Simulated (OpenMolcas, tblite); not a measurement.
**GeSiH5Cl (SMILES [SiH3][GeH2][Cl]): methods side by side**

GeSiH5Cl: 8 atoms, total charge 0, spin state singlet. SMILES: `[SiH3][GeH2][Cl]`. Geometry: relaxed at PBE0-D4/def2-TZVP.

Quantity: the vertical energy of the triplet above the singlet, in eV. The values are calculated.

```csv
level,kind,program,value (eV),less CCSD(T)/def2-SVP,CPU time (all runs)
IPEA1-xTB,semi-empirical,tblite,4.92,-1.18,2.7 s
HF/def2-SVP,Hartree–Fock,OpenMolcas,6.29,+0.19,29 s
SVWN5/def2-SVP,LDA,OpenMolcas,5.27,-0.83,75 s
revPBE/def2-SVP,GGA,OpenMolcas,5.30,-0.80,2.5 min
M06-L/def2-SVP,meta-GGA,OpenMolcas,5.71,-0.39,3.2 min
r2SCAN/def2-SVP,meta-GGA,OpenMolcas,5.48,-0.62,3.2 min
PBE0/def2-SVP,global hybrid,OpenMolcas,5.63,-0.47,2.4 min
"CCSD(T)/def2-SVP, open shells restricted",coupled cluster or CI,OpenMolcas,6.10,0.00,2.7 min
```

CCSD(T)/def2-SVP, open shells restricted is the highest level here, not the true value. All-electron rows without a relativistic Hamiltonian named are non-relativistic. The values span 4.92 to 6.29 eV. A triplet this far above the singlet is often a Rydberg-like or dissociative state; sets without diffuse functions put Rydberg states too high. In the correlated wave-function rows the outer d shell of Ge is correlated, in sets not made for it. Times are those of the runs behind each value, whatever else they computed, on shared processors of several kinds: orders of magnitude only.
